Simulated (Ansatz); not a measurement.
TaOCl3 (TaCl3O). Total charge 0; singlet. Geometry PBE-D4/def2-SVP.

Cartesian coordinates in Å:
```
Ta 0.048 0.010 -0.020
O 1.612 0.329 -0.667
Cl -1.453 1.202 -1.297
Cl 0.079 0.722 2.171
Cl -0.286 -2.263 -0.187
```

In the def2 sets Ta takes a core potential; there is no spin–orbit coupling.

Question: Estimate the orbital energies around the gap (eV) in Ansatz with B97M-V/def2-TZVP, r2SCANh-D4/def2-TZVP, PBE0-D4/def2-SVP, PBE0-D4/def2-TZVP, BHLYP-D4/def2-TZVP.

Answer: 
```
orbital  B97M-V/def2-TZVP  r2SCANh-D4/def2-TZVP  PBE0-D4/def2-SVP  PBE0-D4/def2-TZVP  BHLYP-D4/def2-TZVP
HOMO−13            -22.26                -22.67            -23.41             -23.39              -25.83
HOMO−12            -22.25                -22.67            -23.41             -23.39              -25.83
HOMO−11            -11.15                -11.64            -12.27             -12.20              -13.57
HOMO−10            -10.81                -11.32            -11.96             -11.86              -13.26
 HOMO−9            -10.81                -11.32            -11.96             -11.86              -13.26
 HOMO−8            -10.24                -10.79            -11.53             -11.43              -12.98
 HOMO−7            -10.23                -10.79            -11.46             -11.38              -12.74
 HOMO−6            -10.23                -10.78            -11.46             -11.38              -12.74
 HOMO−5             -9.58                -10.04            -10.55             -10.58              -11.90
 HOMO−4             -9.58                -10.04            -10.55             -10.58              -11.90
 HOMO−3             -9.11                 -9.60            -10.15             -10.17              -11.56
 HOMO−2             -9.08                 -9.52            -10.01             -10.01              -11.24
 HOMO−1             -8.71                 -9.21             -9.79              -9.75              -11.05
   HOMO             -8.71                 -9.21             -9.79              -9.75              -11.05
   LUMO             -3.53                 -3.31             -2.90              -2.93               -2.03
 LUMO+1             -3.53                 -3.31             -2.90              -2.93               -2.03
 LUMO+2             -1.82                 -1.62             -1.22              -1.21               -0.25
 LUMO+3             -1.82                 -1.62             -1.22              -1.21               -0.25
 LUMO+4             -1.52                 -1.22             -0.63              -0.94               -0.18
 LUMO+5             -0.87                 -0.32             -0.35              -0.35                0.21
```
